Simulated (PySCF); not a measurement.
## Trend along the fifth-period p block: MAl cations

r²SCAN with double-zeta basis sets in PySCF, for the lowest determinant that a PBE0 search found; no spin–orbit coupling. De refers to high-spin ground-configuration atoms (the charge goes to the atom of lower measured ionisation energy or higher electron affinity, which is not always the lowest computed limit). A positive dipole points towards Al; it is taken about the centre of mass and depends on that origin.

| M | basis | charged atom | state (unpaired electrons) | Re (Å) | ωe (cm⁻¹) | De (eV) | μ (D) |
| --- | --- | --- | --- | --- | --- | --- | --- |
| In | x2c-SVPall | In+ | doublet (σ ↑) | 3.446 | 99.5 | 1.32 | 4.47 |
| Sn | x2c-SVPall | Al+ | triplet (σ ↑, π ↑) | 2.976 | 166 | 1.28 | 4.86 |
| Sb | def2-SVPD | Al+ | quartet (σ ↑, π ↑↑) | 2.766 | 205 | 1.02 | 5.71 |
| I | def2-SVP | Al+ | doublet (σ ↑) | 2.398 | 392 | 1.53 | 7.42 |

(1) By what factor does the harmonic wavenumber vary along the series?

The rows differ in basis set, which adds steps of its own.

The state changes along the series, so neighbouring rows are not always alike in their bonding.

Spin–orbit coupling is left out, which matters for elements this heavy, above all for dissociation energies. For an ion De counts to the pair picked by the measured ionisation energies or electron affinities, which need not be the lowest pair at this level. States were picked by a PBE0 search and need not be the measured ground states.

## Answers

(1) At r²SCAN it runs from 99.5 cm⁻¹ (AlIn⁺) to 392 cm⁻¹ (AlI⁺), a factor of 3.94.
